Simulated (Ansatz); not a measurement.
C4H12O4Si, charge +1, doublet, geometry from GFN2-xTB (a state made from the parent by changing its charge; the spin is typed, not shown lowest). Base run: CAM-B3LYP/STO-3G (Ansatz, an electronic-structure program).

Geometry (Å):
```xyz
21

C     -0.1167    -2.2428    -1.6517
O     -0.1027    -0.8847    -1.3512
Si     0.0010    -0.0004    -0.0006
O     -0.6389     1.4528    -0.3061
C     -1.6958     1.9360    -1.0715
O     -0.7777    -0.7971     1.1715
C     -0.7451    -0.8061     2.5626
O      1.5292     0.2244     0.4797
C      2.5489     1.1170     0.1660
H     -0.5458    -2.8343    -0.8434
H      0.9021    -2.5856    -1.8687
H     -0.7001    -2.3712    -2.5706
H     -1.4522     2.9655    -1.3566
H     -2.6073     1.9778    -0.4634
H     -1.8675     1.3262    -1.9582
H      0.2483    -0.5767     2.9473
H     -1.4744    -0.0884     2.9568
H     -1.0627    -1.8014     2.8929
H      3.1806     0.6958    -0.6253
H      2.1602     2.0870    -0.1429
H      3.1793     1.2236     1.0561
```
Charge +1, spin multiplicity 2.
Orbitals are unrestricted.
All else is at Ansatz's defaults.

Each row names what was changed in the base input (with any setting that the change needs).

```csv
change,E (Eh),SCF-reference <S^2>,core-seconds (rough)
base,-740.15155,0.756,10
functional = wB97X,-740.32466,0.756,40
functional = hf,-737.43861,0.757,20
functional = B2GP-PLYP,-739.35473,0.766,60
functional = b3lyp,-740.40253,0.754,10
functional = pbe0; dispersion = d3bjatm,-739.85626,0.755,20
functional = blyp,-740.17215,0.751,40
functional = B2PLYP,-739.56891,0.770,40
functional = SVWN5,-735.56121,0.751,10
functional = hse06,-739.81470,0.755,50
functional = PBE-QIDH,-739.27628,0.761,60
functional = BHLYP,-740.19431,0.767,20
functional = lc_wpbe,-740.00538,0.756,20
```

Totals shift with the method and basis; they matter in differences.
